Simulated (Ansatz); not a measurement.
`[SH][Ge][Cl]` + NH₃ → `[NH2][Ge][SH]` + HCl at 298.15 K and 1 bar (ligand exchange at a Ge–Cl bond).

Gas-phase electronic energies from Ansatz, PBE0-D4/def2-TZVP geometries. CCSD(T)/CBS is the MP2 limit (def2-TZVPP, def2-QZVPP) plus CCSD(T) − MP2 in def2-TZVPP, frozen cores. This one scheme is used for every species. For Ge outer-core shells are correlated without core-valence functions, which leaves a few kJ/mol of doubt a bond. Scalar relativity is left out up to krypton. Each species was taken in one conformer, which may not be the lowest.

| species | CCSD(T)/CBS energy (Eh) | H − E (kJ/mol) | S (J/(mol·K)) |
| --- | --- | --- | --- |
| `[SH][Ge][Cl]` | -2934.32884 | 42.2 | 307.8 |
| NH₃ | -56.50880 | 100.5 | 192.4 |
| `[NH2][Ge][SH]` | -2530.43678 | 108.2 | 305.9 |
| HCl | -460.38127 | 26.6 | 186.8 |

H − E and S are ideal-gas, rigid-rotor, harmonic terms from PBE0-D4/def2-TZVP, for one conformer and one mirror image of each species. 1 Eh = 2625.50 kJ/mol, R = 8.31446 J/(mol·K).

Q: By hand: ΔE, ΔH, ΔS and ΔG.

A: ΔE = (-2530.43678) + (-460.38127) − (-2934.32884) − (-56.50880) = 0.01959 Eh = 51.4 kJ/mol. Δ(H − E) = 108.2 + 26.6 − 42.2 − 100.5 = -7.9, so ΔH = 43.5 kJ/mol. ΔS = 305.9 + 186.8 − 307.8 − 192.4 = -7.5 J/(mol·K). ΔG = 43.5 − 298.15 × (-7.5)/1000 = 45.7 kJ/mol.

Q: By hand: the equilibrium constant, and the temperature at which ΔG would vanish if ΔH and ΔS stayed fixed.

A: log₁₀ K = −ΔG/(RT ln 10) = -8.0. ΔH and −TΔS have one sign here, so there is no such temperature.

The number of gas molecules stays the same, so ΔS is small and ΔH decides. A doubt of 5 kJ/mol in ΔE shifts log₁₀ K by 0.9 here. Other conformers and mirror images would add mixing entropy, several J/(mol·K) or more a flexible species. These are equilibria of isolated gas molecules and say nothing of rates. Largest T1 diagnostic: 0.014 (customary marks: 0.02 for closed shells, 0.045 for open ones).

ΔS is within the doubt of such terms, so its sign, and with it that verdict, could turn.
